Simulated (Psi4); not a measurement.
Method: SAPT0/jun-cc-pVDZ, frozen core in Psi4.

Psi4 input:

```
molecule {
0 1
Br 0.71241346 -0.00000000 0.00000000
H -0.71241346 0.00000000 -0.00000000
--
0 1
C -0.78073824 2.32027249 -3.35491573
F -1.37197032 1.76354510 -2.22776340
H 0.14264717 1.78109235 -3.57046473
H -1.47143530 2.23201811 -4.19455008
H -0.56416056 3.37070118 -3.15612796
units angstrom
symmetry c1
no_reorient
no_com
}
set basis jun-cc-pvdz
set scf_type df
set freeze_core true
energy('sapt0')
```

Part of the output:

```
    SAPT Results
  --------------------------------------------------------------------------------------------------------
    Electrostatics                 -2.36873994 [mEh]      -1.48640675 [kcal/mol]      -6.21912585 [kJ/mol]
      Elst10,r                     -2.36873994 [mEh]      -1.48640675 [kcal/mol]      -6.21912585 [kJ/mol]

    Exchange                        1.61668155 [mEh]       1.01448299 [kcal/mol]       4.24459682 [kJ/mol]
      Exch10                        1.61668155 [mEh]       1.01448299 [kcal/mol]       4.24459682 [kJ/mol]
      Exch10(S^2)                   1.61493054 [mEh]       1.01338421 [kcal/mol]       4.23999955 [kJ/mol]

    Induction                      -0.30530461 [mEh]      -0.19158154 [kcal/mol]      -0.80157715 [kJ/mol]
      Ind20,r                      -0.77396540 [mEh]      -0.48567062 [kcal/mol]      -2.03204588 [kJ/mol]
      Exch-Ind20,r                  0.58924118 [mEh]       0.36975442 [kcal/mol]       1.54705250 [kJ/mol]
      delta HF,r (2)               -0.12058039 [mEh]      -0.07566533 [kcal/mol]      -0.31658376 [kJ/mol]

    Dispersion                     -0.82679000 [mEh]      -0.51881856 [kcal/mol]      -2.17073686 [kJ/mol]
      Disp20                       -0.92947513 [mEh]      -0.58325445 [kcal/mol]      -2.44033663 [kJ/mol]
      Exch-Disp20                   0.10268513 [mEh]       0.06443589 [kcal/mol]       0.26959977 [kJ/mol]
      Disp20 (SS)                  -0.46473757 [mEh]      -0.29162723 [kcal/mol]      -1.22016831 [kJ/mol]
      Disp20 (OS)                  -0.46473757 [mEh]      -0.29162723 [kcal/mol]      -1.22016831 [kJ/mol]
      Exch-Disp20 (SS)              0.05214193 [mEh]       0.03271956 [kcal/mol]       0.13689863 [kJ/mol]
      Exch-Disp20 (OS)              0.05054320 [mEh]       0.03171633 [kcal/mol]       0.13270114 [kJ/mol]

  Total HF                         -1.05736300 [mEh]      -0.66350530 [kcal/mol]      -2.77610617 [kJ/mol]
  Total SAPT0                      -1.88415300 [mEh]      -1.18232386 [kcal/mol]      -4.94684303 [kJ/mol]
```
